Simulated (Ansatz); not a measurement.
Ge2O. Total charge 0; quintet. Geometry r2SCAN-D4/def2-TZVP; atoms count from 1.

```xyz
3

Ge   -0.885   -1.021   -0.044
Ge    0.714    0.805   -0.819
O     0.171    0.216    0.863
```

At PBE0-D4/def2-TZVP a singlet of charge 0 lies 4.14 eV below the quintet, each at its own geometry. The structure comes from a short search, and lower isomers may exist.

(1) Estimate the Mulliken populations from the PBE0/def2-TZVP orbitals of Ansatz.

(2) Where does the spin sit?

(3) And the Mayer bond orders between heavy atoms (over 0.3)?

Results:

(1) 
```tsv
atom	charge (e)	spin (α − β)
Ge1	0.18	1.73
Ge2	0.18	1.73
O3	-0.37	0.54
```
Mulliken values depend strongly on the basis.

(2) Summed by element: Ge 3.46, O 0.54, of 4 unpaired in all. Largest on single atoms: Ge1 1.73, Ge2 1.73, O3 0.54.

(3) Ge1–Ge2 0.81 (2.55 Å); Ge1–O3 0.90 (1.86 Å); Ge2–O3 0.90 (1.86 Å).
